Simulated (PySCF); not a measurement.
C$_{6}$H$_{10}$O, charge +1, doublet, geometry from GFN2-xTB (a state made from the parent by changing its charge; the spin is typed, not shown lowest); DF-PBE/STO-3G (PySCF).

PySCF was given this input:
```python
from pyscf import gto, scf, dft

mol = gto.Mole()
mol.atom = '''
    O     2.284579    0.402063   -0.048601
    C     1.149213    0.222098    0.199064
    C     0.087086    1.327827    0.283926
    C    -1.138626    0.993989   -0.527222
    C    -1.774425   -0.323811   -0.092098
    C    -0.713115   -1.398146   -0.314805
    C     0.527580   -1.148540    0.503822
    H    -0.158391    1.427635    1.345339
    H     0.571154    2.241566   -0.070569
    H    -1.879781    1.788107   -0.367779
    H    -0.905391    0.985460   -1.594551
    H    -2.658391   -0.534295   -0.691714
    H    -2.069929   -0.283281    0.956283
    H    -1.142226   -2.358281    0.000413
    H    -0.464562   -1.492791   -1.374487
    H     1.305663   -1.887693    0.296101
    H     0.298948   -1.143432    1.573645
'''
mol.basis = 'sto-3g'
mol.charge = 1
mol.spin = 1
mol.verbose = 4
mol.build()

mf = dft.UKS(mol)
mf.xc = 'pbe'
mf = mf.density_fit(auxbasis='def2-universal-jkfit')
mf.kernel()
```

What the program printed (banner, timings and long lists left out):

```
PySCF version 2.14.0

[INPUT] verbose = 4
[INPUT] num. atoms = 17
[INPUT] num. electrons = 53
[INPUT] charge = 1
[INPUT] spin (= nelec alpha-beta = 2S) = 1
[INPUT] symmetry False subgroup None
[INPUT] Mole.unit = angstrom
[INPUT] Symbol           X                Y                Z      unit          X                Y                Z       unit  Magmom
[INPUT]  1 O      2.284579000000   0.402063000000  -0.048601000000 AA    4.317228619933   0.759788954821  -0.091842579380 Bohr   0.0
[INPUT]  2 C      1.149213000000   0.222098000000   0.199064000000 AA    2.171697828790   0.419704392814   0.376176441260 Bohr   0.0
[INPUT]  3 C      0.087086000000   1.327827000000   0.283926000000 AA    0.164568689284   2.509229370803   0.536542379643 Bohr   0.0
[INPUT]  4 C     -1.138626000000   0.993989000000  -0.527222000000 AA   -2.151691298309   1.878366980830  -0.996305186845 Bohr   0.0
[INPUT]  5 C     -1.774425000000  -0.323811000000  -0.092098000000 AA   -3.353177278581  -0.611914106122  -0.174039996620 Bohr   0.0
[INPUT]  6 C     -0.713115000000  -1.398146000000  -0.314805000000 AA   -1.347592045319  -2.642113022156  -0.594895232644 Bohr   0.0
[INPUT]  7 C      0.527580000000  -1.148540000000   0.503822000000 AA    0.996981708798  -2.170426043108   0.952085595531 Bohr   0.0
[INPUT]  8 H     -0.158391000000   1.427635000000   1.345339000000 AA   -0.299315610596   2.697839155843   2.542322254696 Bohr   0.0
[INPUT]  9 H      0.571154000000   2.241566000000  -0.070569000000 AA    1.079324634950   4.235945830137  -0.133356082884 Bohr   0.0
[INPUT] 10 H     -1.879781000000   1.788107000000  -0.367779000000 AA   -3.552271264161   3.379032511418  -0.695001584366 Bohr   0.0
[INPUT] 11 H     -0.905391000000   0.985460000000  -1.594551000000 AA   -1.710941025646   1.862249506714  -3.013264681651 Bohr   0.0
[INPUT] 12 H     -2.658391000000  -0.534295000000  -0.691714000000 AA   -5.023630922009  -1.009671219724  -1.307150016527 Bohr   0.0
[INPUT] 13 H     -2.069929000000  -0.283281000000   0.956283000000 AA   -3.911598907295  -0.535323506293   1.807112967577 Bohr   0.0
[INPUT] 14 H     -1.142226000000  -2.358281000000   0.000413000000 AA   -2.158494312357  -4.456505214765   0.000780456889 Bohr   0.0
[INPUT] 15 H     -0.464562000000  -1.492791000000  -1.374487000000 AA   -0.877894947880  -2.820966151216  -2.597403991775 Bohr   0.0
[INPUT] 16 H      1.305663000000  -1.887693000000   0.296101000000 AA    2.467345480978  -3.567222777259   0.559549795210 Bohr   0.0
[INPUT] 17 H      0.298948000000  -1.143432000000   1.573645000000 AA    0.564929845486  -2.160773322064   2.973758067291 Bohr   0.0

nuclear repulsion = 312.037884022699
number of shells = 31
number of NR pGTOs = 135
number of NR cGTOs = 45
basis = sto-3g
ecp = {}

******** <class 'pyscf.df.df_jk.DFUKS'> ********
method = DFUKS
initial guess = minao
damping factor = 0
level_shift factor = 0
DIIS = <class 'pyscf.scf.diis.CDIIS'>
diis_start_cycle = 1
diis_space = 8
diis_damp = 0
SCF conv_tol = 1e-09
SCF conv_tol_grad = None
SCF max_cycles = 50
direct_scf = False
number electrons alpha = 27  beta = 26
XC library pyscf.dft.libxc version 7.1.2
    S. Lehtola, C. Steigemann, M. J. T. Oliveira, and M. A. L. Marques,  SoftwareX 7, 1–5 (2018)
XC functionals = pbe
    J. P. Perdew, K. Burke, and M. Ernzerhof,  Phys. Rev. Lett. 77, 3865 (1996)
    J. P. Perdew, K. Burke, and M. Ernzerhof,  Phys. Rev. Lett. 78, 1396 (1997)
    J. P. Perdew, K. Burke, and M. Ernzerhof,  Phys. Rev. Lett. 77, 3865 (1996)
    J. P. Perdew, K. Burke, and M. Ernzerhof,  Phys. Rev. Lett. 78, 1396 (1997)
radial grids:
    Treutler-Ahlrichs [JCP 102, 346 (1995); DOI:10.1063/1.469408] (M4) radial grids

becke partition: Becke, JCP 88, 2547 (1988); DOI:10.1063/1.454033
pruning grids: <function nwchem_prune>
grids dens level: 3
symmetrized grids: False
atomic radii adjust function: <function treutler_atomic_radii_adjust>
small_rho_cutoff = 0
Set gradient conv threshold to 3.16228e-05
tot grids = 196872
init E= -306.391259422736

cycle= 1 E= -305.283058049457  delta_E= 1.11  |g|= 0.404  |ddm|= 3.71
cycle= 2 E= -304.693272337472  delta_E= 0.59  |g|=  1.1  |ddm|=  1.5
cycle= 3 E= -305.247864697571  delta_E= -0.555  |g|= 0.365  |ddm|=  1.5
cycle= 4 E= -305.375524772539  delta_E= -0.128  |g|= 0.079  |ddm|= 0.874
cycle= 5 E= -305.380012007348  delta_E= -0.00449  |g|= 0.0288  |ddm|= 0.119
cycle= 6 E= -305.380554617828  delta_E= -0.000543  |g|= 0.00704  |ddm|= 0.0393
cycle= 7 E= -305.380587912401  delta_E= -3.33e-05  |g|= 0.000701  |ddm|= 0.0104
cycle= 8 E= -305.380588435262  delta_E= -5.23e-07  |g|= 0.0002  |ddm|= 0.00146
cycle= 9 E= -305.380588499615  delta_E= -6.44e-08  |g|= 8.7e-05  |ddm|= 0.000666
cycle= 10 E= -305.380588505757  delta_E= -6.14e-09  |g|= 3.93e-05  |ddm|= 0.000192
cycle= 11 E= -305.380588507032  delta_E= -1.27e-09  |g|= 1.06e-05  |ddm|= 8.84e-05
cycle= 12 E= -305.380588507097  delta_E= -6.43e-11  |g|= 4.31e-06  |ddm|= 1.7e-05
Extra cycle  E= -305.380588506847  delta_E= 2.49e-10  |g|= 1.85e-05  |ddm|= 4.02e-05
converged SCF energy = -305.380588506847  <S^2> = 0.75222773  2S+1 = 2.0022265
```
